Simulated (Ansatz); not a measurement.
Ansatz (a quantum-chemistry and plane-wave program) input:

Ansatz 0.2 input:
```yaml
crystal:
  periodic: [false, false, false]
  atoms:
    - {symbol: Sn, position_ang: [0.25472308, 0.15056357, 0.04465241]}
    - {symbol: O, position_ang: [0.04081424, -1.77867820, -0.07388488]}
    - {symbol: H, position_ang: [0.80209141, -2.37699009, 0.01244254]}
    - {symbol: O, position_ang: [-1.52401348, 0.90197804, -0.18611675]}
    - {symbol: H, position_ang: [-1.67265168, 1.86241301, -0.16504987]}
basis:
  gaussian:
    orbitals: def2-SVPD
total_charge: 1
magnetization: {spin_polarized: true, initial_magnetization: 1}
correlation: {method: ccsd_t, electrons: outside_noble_gas}
```

Task: Which total energy does the run end on?

Result: -364.34231 Eh (CCSD(T)/def2-SVPD). The basis has 94 functions.
